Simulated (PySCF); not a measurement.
Compound: C2H14OSi4.
Atom-mapped SMILES: `[CH3:1][O:2][CH2:3][Si@@H:4]([SiH3:5])[SiH2:6][SiH3:7]` (hydrogens: H8, H9, H10 on C1; H11, H12 on C3; H13 on Si4; H14, H15, H16 on Si5; H17, H18 on Si6; H19, H20, H21 on Si7)

Method: core-valence-separated Tamm–Dancoff BHandHLYP/aug-pcX-1 (pcseg-1 on H, def2-SVPD on Si) in PySCF, non-relativistic, gas phase, PBE0-D3(BJ)/def2-SVP geometry. BHandHLYP without relativity tends to put these K edges a few eV too low, so spacings mean more than positions.

Problem. Give energies, oscillator strengths and core holes at the C K edge.

Solution. 
| E (eV) | f | core hole on | main final orbital |
| --- | --- | --- | --- |
| 286.14 | 0.0294 | C3 | LUMO (45 %) |
| 286.58 | 0.0307 | C1 | spread |
| 286.89 | 0.0058 | C3 | spread |
| 286.99 | 0.0381 | C3 | spread |
| 287.14 | 0.0062 | C1 | spread |
| 287.28 | 0.0355 | C3 | spread |
| 287.49 | 0.0348 | C1 | spread |
| 287.59 | 0.0366 | C1 | spread |
| 287.80 | 0.0006 | C3 | LUMO+2 (47 %) |
| 287.94 | 0.0011 | C3 | LUMO+3 (37 %) |
| 288.04 | 0.0003 | C3 | LUMO+1 (66 %) |

The first line with a tenth or more of the strongest one's intensity is at 286.14 eV (f = 0.029), with the hole on C3 (sp3 carbon bound to oxygen). The strongest listed is at 286.99 eV (f = 0.038; C3).

Problem. What does the O 1s absorption edge look like?

Solution. 
```json
{"E (eV)": "533.49", "f": "0.0115", "core hole on": "O2", "main final orbital": "spread"}
{"E (eV)": "534.00", "f": "0.0062", "core hole on": "O2", "main final orbital": "LUMO (86 %)"}
{"E (eV)": "534.33", "f": "0.0198", "core hole on": "O2", "main final orbital": "LUMO+1 (66 %)"}
{"E (eV)": "534.71", "f": "0.0017", "core hole on": "O2", "main final orbital": "LUMO+2 (66 %)"}
{"E (eV)": "534.91", "f": "0.0033", "core hole on": "O2", "main final orbital": "LUMO+3 (43 %)"}
{"E (eV)": "534.99", "f": "0.0042", "core hole on": "O2", "main final orbital": "LUMO+4 (62 %)"}
{"E (eV)": "535.03", "f": "0.0088", "core hole on": "O2", "main final orbital": "spread"}
```

The first line with a tenth or more of the strongest one's intensity is at 533.49 eV (f = 0.012), with the hole on O2 (ether oxygen). The strongest listed is at 534.33 eV (f = 0.020; O2).

Roots within 0.03 eV whose holes lie on the same, on equivalent or on shared atoms are summed into one line, and the highest roots are left out, as the search may have cut off their partners. Final orbitals are the ground state's empty Kohn–Sham orbitals.

Problem. What is the summed oscillator strength of the listed C K lines, and their intensity-weighted mean energy?

Solution. Σf = 0.219 over 11 lines from 286.14 to 288.04 eV; the weighted mean is 287.05 eV. The strongest line holds 17 % of the sum.

The list ends where the root search ended, not at a threshold.

Shape of the structure used: `[CH3:1][O:2][CH2:3][Si@@H:4]([SiH3:5])[SiH2:6][SiH3:7]`: C1–O2–C3–Si4 -178°, O2–C3–Si4–Si5 -52°, C3–Si4–Si6–Si7 -37°.

One conformer stands for the species.
